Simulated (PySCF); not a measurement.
# Telling isomers of C$_{8}$H$_{7}$FO$_{2}$ apart by NMR

No relativistic terms, no solvent, rapidly exchanging positions averaged, one computed conformer. Shieldings: GIAO PBE0/pcSseg-1; GFN2-xTB structure; PySCF 2.14.

Shifts are taken against calculated references (same method and geometry level): ¹H (σref 31.72) and ¹³C (σref 186.93) vs TMS. Splittings of carbon signals by F and P are missing where no couplings were computed. Where no couplings were computed, multiplicities follow the n + 1 count of equivalent neighbours, and m marks all less simple cases (inequivalent or close neighbours, rings, F or P nearby). Acid and N–H amide carbonyl carbons lie up to 10 ppm further downfield in solution (hydrogen bonding). Shifts are as computed. Against solution values, carbons near 30 ppm lie about +3 ppm off and those near 130 ppm about +5 ppm. Of 1211 compounds with measured shifts, 218 miss one by over three times the rms of a fit or turn the order of signals round; such compounds aren't used in these exercises. OH and NH positions are gas-phase values without hydrogen bonding to other molecules.

(1) Tabulate the signals of `COc1cccc(C(=O)F)c1`, `O=C(O)Cc1cccc(F)c1`, `COC(=O)c1ccc(F)cc1` and their relative energies.

(2) What is the quickest way to tell COc1cccc(C(=O)F)c1 from O=C(O)Cc1cccc(F)c1?

(3) What is the quickest way to tell O=C(O)Cc1cccc(F)c1 from COC(=O)c1ccc(F)cc1?

(4) What is the quickest way to tell COc1cccc(C(=O)F)c1 from COC(=O)c1ccc(F)cc1?

Results:

(1) 
```tsv
SMILES	carbon types	δC	δH	E rel. (kcal/mol)
COc1cccc(C(=O)F)c1	3×C 4×CH 1×CH3	167.0, 166.4, 135.2, 131.9, 130.6, 130.4, 117.9, 56.3	8.01 (m, 1H), 7.73 (m, 1H), 7.71 (m, 1H), 7.56 (d, 1H), 4.03 (s, 3H)	9.4
O=C(O)Cc1cccc(F)c1	3×C 4×CH 1×CH2	176.3, 173.3, 143.1, 135.7, 130.1, 122.3, 120.5, 44.6	7.80 (m, 1H), 7.61 (m, 1H), 7.33 (d, 1H), 7.29 (m, 1H), 5.91 (br s, 1H), 3.58 (s, 2H)	0.0
COC(=O)c1ccc(F)cc1	3×C 4×CH 1×CH3	176.4, 172.0, 139.3, 130.7, 120.9, 54.2	8.56 (m, 2H), 7.40 (m, 2H), 4.12 (s, 3H)	5.3
```

Energies are electronic energies at PBE0/pcSseg-1 on these geometries, without zero-point or thermal terms, each for the one conformer computed, which needn't be the lowest.

(2) Both give the same number of carbon signals, but DEPT or the intensities differ. The first has a methyl carbon bonded to O (CH3) at 56.3 ppm, the second an sp3 CH2 α to a carbonyl at 44.6 ppm. Their most deshielded carbons lie at 167.0 and 176.3 ppm.

(3) Count the carbon signals: 8 against 6. The first has an sp3 CH2 α to a carbonyl at 44.6 ppm, the second a methyl carbon bonded to O (CH3) at 54.2 ppm. Their most deshielded carbons lie at 176.3 and 176.4 ppm. In the proton spectra the most deshielded non-exchanging signals are 7.80 (m, 1H) and 8.56 (m, 2H).

(4) Count the carbon signals: 8 against 6. The first has an aromatic CH at 130.4 ppm, the second an aromatic carbon bearing fluorine (C) at 176.4 ppm. Their most deshielded carbons lie at 167.0 and 176.4 ppm. In the proton spectra the most deshielded non-exchanging signals are 8.01 (m, 1H) and 8.56 (m, 2H).
